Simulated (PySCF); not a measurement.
# Simulated characterisation data

- coordinates at the GFN2-xTB level
- shielding tensors at PBE0/pcSseg-1 (GIAO)
- program: PySCF 2.14.0 with density-fitted response routines
- no solvent model, relativity neglected, fast rotation and ring inversion assumed for equivalent nuclei, one computed conformer

References, each an isolated molecule treated in the same way: ¹H (31.72 ppm) and ¹³C (186.93 ppm) vs TMS. Splittings of carbon signals by F and P are missing where no couplings were computed. Where no couplings were computed, multiplicities follow the n + 1 count of equivalent neighbours, and m marks all less simple cases (inequivalent or close neighbours, rings, F or P nearby). Shifts are as computed. Against solution values, carbons near 30 ppm lie about +3 ppm off and those near 130 ppm about +5 ppm. Of 1211 compounds with measured shifts, 218 miss one by over three times the rms of a fit or turn the order of signals round; such compounds aren't used in these exercises.

Compound 1 (C10H8N2). ¹H NMR (600 MHz, computed): δ 6.48 (d, 1H), 6.37 (m, 1H), 6.29 (m, 1H), 6.25 (m, 1H), 2.45 (m, 2H), 2.40 (m, 2H). ¹³C{¹H} NMR (computed): δ 142.1, 141.9, 140.3, 132.3, 122.8, 111.4, 83.1, 77.0, 35.1, 18.8. Structure: SMILES C=C(C#CC#N)/C=C/CCC#N.

Compound 2 (C5H6FN3). ¹H NMR (600 MHz, computed): δ 7.26 (m, 1H), 3.40 (m, 1H), 1.76 (m, 2H), 1.11 (m, 2H). ¹³C{¹H} NMR (computed): δ 171.0 (C), 113.7 (CH), 33.1 (CH), 12.1 (CH2). Structure: SMILES C1(n2cc(F)nn2)CC1.

Compound 3 (C7H12O4). ¹H NMR (600 MHz, computed): δ 4.57 (q, 2H), 4.14 (t, 2H), 1.90 (m, 2H), 1.34 (t, 3H), 1.04 (t, 3H). ¹³C{¹H} NMR (computed): δ 164.4 (C), 164.4 (C), 71.9 (CH2), 64.7 (CH2), 25.6 (CH2), 16.2 (CH3), 11.1 (CH3). Structure: SMILES CCCOC(=O)C(=O)OCC.
